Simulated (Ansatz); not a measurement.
Calculated with Ansatz (gas phase, PBE0-D4/def2-TZVP geometries, no zero-point term in ΔE). CBS: MP2 limit from def2 TZ/QZ plus the TZ coupled-cluster correction, frozen cores. DFT in def2-TZVPP. For Ge outer-core shells are correlated without core-valence functions, which leaves a few kJ/mol of doubt a bond. Scalar relativity is left out up to krypton. One conformer a species, not always the lowest.

Reaction (redistribution): `[CH3][GeH]([CH3])[SiH3]` + `CO[SiH](O)Cl` → `[CH3][GeH2][CH3]` + `CO[SiH](Cl)O[SiH3]`

Question: Is it downhill or uphill in electronic energy at CCSD(T)/CBS, and by how much? (Best estimate.)

Answer: The calculation gave: Downhill: ΔE = -21.2 kcal/mol.

Question: What do these levels give: r2SCAN-D4, ωB97X-V, ωB97M-V, PBE, r2SCAN, PBE0, HF/def2-TZVPP, CCSD/def2-TZVPP, HF/def2-QZVPP, MP2/def2-QZVPP, MP2/CBS(def2), CCSD/CBS(def2)? (Estimate.)

Answer: The calculation gave: r2SCAN-D4 -19.8, ωB97X-V -21.1, ωB97M-V -21.3, PBE -15.4, r2SCAN -19.7, PBE0 -17.5, HF/def2-TZVPP -28.1, CCSD/def2-TZVPP -22.0, HF/def2-QZVPP -28.9, MP2/def2-QZVPP -22.3, MP2/CBS(def2) -22.0, CCSD/CBS(def2) -22.1 kcal/mol.

Largest T1 diagnostic among the species: 0.011.

In def2-TZVPP, CCSD(T) changes the Hartree–Fock value by +7.0 kcal/mol (the triples alone add +0.9 kcal/mol) and MP2 by +6.2 kcal/mol. From PBE to PBE0 (25 % exact exchange), in def2-TZVPP and without D4, ΔE moves by −2.0 kcal/mol.
